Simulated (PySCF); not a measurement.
C$_{3}$H$_{9}$Al, charge -1, doublet, geometry from GFN2-xTB (such geometries of metal compounds can be far from the true shape) (a state made from the parent by changing its charge; the spin is typed, not shown lowest) (in this run its highest filled SCF level lies above zero, so its values depend strongly on the basis, on diffuse functions most of all), atoms displaced at random by about 0.08 Å a coordinate; TPSS/6-31G, gradient run with PySCF.

Here is a job for PySCF.
```python
from pyscf import gto, scf, dft

mol = gto.Mole()
mol.atom = '''
    Al   -0.51979730    0.12461980    0.42980626
    C    -1.27877277   -1.50315544   -0.20593192
    H    -0.70106466   -1.90564564   -1.20965920
    H    -2.27172606   -1.17261641   -0.73018437
    H    -1.25848074   -2.21199336    0.45720356
    C     0.06528720    1.50602235   -1.25161095
    H     0.44316822    1.03935022   -1.90899319
    H     0.55625355    2.49967626   -0.85516951
    H    -1.03303585    1.84929985   -1.55010915
    C     1.46925538   -0.45820929    1.01330563
    H     2.29211737    0.64943886    1.34378301
    H     2.21330933   -0.88659444    0.05519654
    H     1.53219218   -1.04909625    1.94608240
'''
mol.basis = '6-31g'
mol.charge = -1
mol.spin = 1
mol.verbose = 4
mol.build()

mf = dft.UKS(mol)
mf.xc = 'tpss'
mf.kernel()
g = mf.nuc_grad_method()
g.grid_response = True
grad = g.kernel()
```

### Question
Write the output that PySCF gives for this input, abridged.

### Answer

```
PySCF version 2.14.0

[INPUT] verbose = 4
[INPUT] num. atoms = 13
[INPUT] num. electrons = 41
[INPUT] charge = -1
[INPUT] spin (= nelec alpha-beta = 2S) = 1
[INPUT] symmetry False subgroup None
[INPUT] Mole.unit = angstrom
[INPUT] Symbol           X                Y                Z      unit          X                Y                Z       unit  Magmom
[INPUT]  1 Al    -0.519797300000   0.124619800000   0.429806260000 AA   -0.982274537288   0.235497291698   0.812216118024 Bohr   0.0
[INPUT]  2 C     -1.278772770000  -1.503155440000  -0.205931920000 AA   -2.416530310851  -2.840552104250  -0.389154929106 Bohr   0.0
[INPUT]  3 H     -0.701064660000  -1.905645640000  -1.209659200000 AA   -1.324820203011  -3.601148350072  -2.285924592060 Bohr   0.0
[INPUT]  4 H     -2.271726060000  -1.172616410000  -0.730184370000 AA   -4.292940083437  -2.215923864071  -1.379848479738 Bohr   0.0
[INPUT]  5 H     -1.258480740000  -2.211993360000   0.457203560000 AA   -2.378183931640  -4.180061639756   0.863989511576 Bohr   0.0
[INPUT]  6 C      0.065287200000   1.506022350000  -1.251610950000 AA    0.123374927440   2.845969778974  -2.365201910007 Bohr   0.0
[INPUT]  7 H      0.443168220000   1.039350220000  -1.908993190000 AA    0.837466562911   1.964087263306  -3.607474302760 Bohr   0.0
[INPUT]  8 H      0.556253550000   2.499676260000  -0.855169510000 AA    1.051166865317   4.723703531477  -1.616036163979 Bohr   0.0
[INPUT]  9 H     -1.033035850000   1.849299850000  -1.550109150000 AA   -1.952154833357   3.494670238699  -2.929281756682 Bohr   0.0
[INPUT] 10 C      1.469255380000  -0.458209290000   1.013305630000 AA    2.776490275244  -0.865890065831   1.914870121180 Bohr   0.0
[INPUT] 11 H      2.292117370000   0.649438860000   1.343783010000 AA    4.331474074658   1.227261580050   2.539381859744 Bohr   0.0
[INPUT] 12 H      2.213309330000  -0.886594440000   0.055196540000 AA    4.182548462645  -1.675420675162   0.104306343624 Bohr   0.0
[INPUT] 13 H      1.532192180000  -1.049096250000   1.946082400000 AA    2.895423590400  -1.982504590808   3.677562751836 Bohr   0.0

nuclear repulsion = 145.582794590812
number of shells = 40
number of NR pGTOs = 148
number of NR cGTOs = 58
basis = 6-31g
ecp = {}

******** <class 'pyscf.dft.uks.UKS'> ********
method = UKS
initial guess = minao
damping factor = 0
level_shift factor = 0
DIIS = <class 'pyscf.scf.diis.CDIIS'>
diis_start_cycle = 1
diis_space = 8
diis_damp = 0
SCF conv_tol = 1e-09
SCF conv_tol_grad = None
SCF max_cycles = 50
direct_scf = True
direct_scf_tol = 1e-13
number electrons alpha = 21  beta = 20
XC library pyscf.dft.libxc version 7.1.2
    S. Lehtola, C. Steigemann, M. J. T. Oliveira, and M. A. L. Marques,  SoftwareX 7, 1–5 (2018)
XC functionals = tpss
    J. Tao, J. P. Perdew, V. N. Staroverov, and G. E. Scuseria,  Phys. Rev. Lett. 91, 146401 (2003)
    J. P. Perdew, J. Tao, V. N. Staroverov, and G. E. Scuseria,  J. Chem. Phys. 120, 6898 (2004)
    J. Tao, J. P. Perdew, V. N. Staroverov, and G. E. Scuseria,  Phys. Rev. Lett. 91, 146401 (2003)
    J. P. Perdew, J. Tao, V. N. Staroverov, and G. E. Scuseria,  J. Chem. Phys. 120, 6898 (2004)
radial grids:
    Treutler-Ahlrichs [JCP 102, 346 (1995); DOI:10.1063/1.469408] (M4) radial grids

becke partition: Becke, JCP 88, 2547 (1988); DOI:10.1063/1.454033
pruning grids: <function nwchem_prune>
grids dens level: 3
symmetrized grids: False
atomic radii adjust function: <function treutler_atomic_radii_adjust>
small_rho_cutoff = 0
Set gradient conv threshold to 3.16228e-05
tot grids = 149808
init E= -361.606919328225

cycle= 1 E= -361.804384998628  delta_E= -0.197  |g|= 0.585  |ddm|= 2.11
cycle= 2 E= -361.328098954397  delta_E= 0.476  |g|= 0.97  |ddm|=  2.1
cycle= 3 E= -362.004270705546  delta_E= -0.676  |g|= 0.122  |ddm|= 1.57
cycle= 4 E= -362.013096679049  delta_E= -0.00883  |g|= 0.0614  |ddm|= 0.249
cycle= 5 E= -362.015263421042  delta_E= -0.00217  |g|= 0.0108  |ddm|= 0.0795
cycle= 6 E= -362.015359492513  delta_E= -9.61e-05  |g|= 0.00472  |ddm|= 0.0264
cycle= 7 E= -362.015371659436  delta_E= -1.22e-05  |g|= 0.00192  |ddm|= 0.00776
cycle= 8 E= -362.015374314791  delta_E= -2.66e-06  |g|= 0.000191  |ddm|= 0.00305
cycle= 9 E= -362.015374367579  delta_E= -5.28e-08  |g|= 6.21e-05  |ddm|= 0.00053
cycle= 10 E= -362.015374373634  delta_E= -6.06e-09  |g|= 2.72e-05  |ddm|= 0.000224
cycle= 11 E= -362.015374374632  delta_E= -9.98e-10  |g|= 7.29e-06  |ddm|= 8.43e-05
Extra cycle  E= -362.015374374633  delta_E= -1.02e-12  |g|= 9.71e-06  |ddm|= 2.94e-05
converged SCF energy = -362.015374374633  <S^2> = 0.75142375  2S+1 = 2.0014232

******** <class 'pyscf.grad.uks.Gradients'> for <class 'pyscf.dft.uks.UKS'> ********
unit = Eh/Bohr
grid_response = True
--------------- UKS gradients ---------------
         x                y                z
0 Al    -0.0610355734    -0.0429592964     0.0050610377
1 C     0.0144655869    -0.0645417588     0.1615250621
2 H     0.0142746927    -0.0144797498    -0.0423600366
3 H    -0.0158432167     0.0232878398    -0.0269489739
4 H     0.0149798721     0.0899075978    -0.0769130189
5 C     0.1634192417    -0.1606743040    -0.2162213820
6 H    -0.1163223402     0.1249911757     0.1862936910
7 H     0.0083681164     0.0388816240     0.0168493277
8 H    -0.0358755897     0.0076429667     0.0001335134
9 C    -0.0617951414    -0.0536551495     0.0229254674
10 H     0.0452521012     0.0542817364     0.0148546706
11 H     0.0394040623    -0.0115230214    -0.0506252203
12 H    -0.0092918118     0.0088403394     0.0054258618
----------------------------------------------
```
